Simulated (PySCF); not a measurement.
C3H7NSi, SMILES N1(CC=C1)[SiH3].

Coordinates come from a ωB97X-D3(BJ)/def2-SVP optimisation. The structure was generated by enumeration, and PubChem lists no compound with its InChIKey, so it may never have been made.

Level of theory: ωB97X-D3(BJ)/def2-SVP (PySCF).

Frequencies are harmonic and unscaled.

Give all harmonic wavenumbers and intensities. (An estimate is asked for; the answer gives what the named calculation found.)


```
mode  ν (cm⁻¹)  IR (km/mol)  moving atoms (share of kinetic energy)
----  --------  -----------  --------------------------------------
1           89          1.4          N 45 %, H 23 %, C 23 %, Si 9 %
2          104          0.2                           H 88 %, C 9 %
3          209          0.7          C 34 %, H 34 %, N 23 %, Si 9 %
4          431         21.6                   H 55 %, C 34 %, N 8 %
5          550         17.2                 Si 45 %, C 31 %, H 16 %
6          689         76.5                           H 88 %, C 9 %
7          703         20.4                          H 80 %, N 11 %
8          714         42.0                  H 78 %, Si 12 %, C 9 %
9          926         85.2                          H 63 %, C 34 %
10         932         78.9                           H 87 %, C 9 %
11         943         53.4                          H 54 %, C 46 %
12         965         50.0                          H 52 %, C 44 %
13         988         65.0                                  H 93 %
14         998        209.6                          H 76 %, C 15 %
15        1001         43.2                          H 65 %, C 31 %
16        1073         75.7                  H 47 %, C 25 %, N 24 %
17        1106         55.5                  N 40 %, C 31 %, H 29 %
18        1122          2.3                                  H 87 %
19        1235          1.0                          H 76 %, C 21 %
20        1257        113.3                  C 42 %, H 30 %, N 27 %
21        1385        136.8                  C 37 %, N 36 %, H 26 %
22        1468         20.1                          H 85 %, C 13 %
23        1653         38.1                          C 88 %, H 12 %
24        2211        175.1                                  H 96 %
25        2265        100.7                                  H 98 %
26        2268        129.7                                  H 96 %
27        3083         25.2                                  H 95 %
28        3154         15.0                          H 90 %, C 10 %
29        3228          7.0                           H 91 %, C 9 %
30        3305          0.7                          H 90 %, C 10 %
```
